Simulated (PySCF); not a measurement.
Several molecules and their computed UV-vis stick spectra, shuffled. Method used: PySCF 2.14.0, density-fitted response routines, TDDFT wB97X-D/def2-SVPD, vertical, gas phase, core orbitals frozen in the response. Geometries: GFN2-xTB; one conformer of each isolated species. Triplets are in the Tamm–Dancoff approximation.

A. `CO[SiH2]OCC(=O)O`
B. `C(/C#C)=C/C#N`
C. `O=Cc1cpccp1`

Lowest singlet levels (six at most, fewer where fewer were computed) with oscillator strengths:

1. 254 nm (f 0.000); 244 nm (f 0.330); 204 nm (f 0.000); 195 nm (f 0.000); 185 nm (f 0.091); 174 nm (f 0.000); T1 3.02 eV
2. 200 nm (f 0.000); 176 nm (f 0.018); 166 nm (f 0.003); 162 nm (f 0.045); 158 nm (f 0.011); 155 nm (f 0.001); T1 5.73 eV
3. 348 nm (f 0.000); 311 nm (f 0.064); 280 nm (f 0.123); 278 nm (f 0.016); 271 nm (f 0.003); 253 nm (f 0.004); T1 2.52 eV

Question: Which spectrum belongs to which structure?

Answer: 1 = B, 2 = A, 3 = C.
- A: S1 at 6.21 eV, HOMO-3→LUMO (49%), HOMO-2→LUMO (37%), HOMO-4→LUMO (12%); Löwdin shares by element: HOMO oxygen 47% or more, silicon 14%, carbon 9% or more, hydrogen 8% or more (atoms not listed hold the other 21%); LUMO carbon 48% or more, oxygen 42% or more; HOMO -9.61 and LUMO 1.44 eV.
- B: S1 at 4.89 eV, HOMO-1→LUMO (96%); Löwdin shares by element: HOMO carbon 76% or more (atoms not listed hold the other 24%); LUMO carbon 61% or more, nitrogen 12% (atoms not listed hold the other 28%); HOMO -9.54 and LUMO -0.67 eV; point group Cs, 4 of its 6 listed states under f = 0.0005.
- C: S1 at 3.56 eV, HOMO-1→LUMO (59%), HOMO-1→LUMO+1 (27%), HOMO-1→LUMO+2 (9%); Löwdin shares by element: HOMO phosphorus 49%, carbon 24% or more (atoms not listed hold the other 27%); LUMO phosphorus 47%, carbon 25% or more (atoms not listed hold the other 28%); HOMO -9.15 and LUMO -1.38 eV; point group Cs, 1 of its 6 listed states under f = 0.0005.
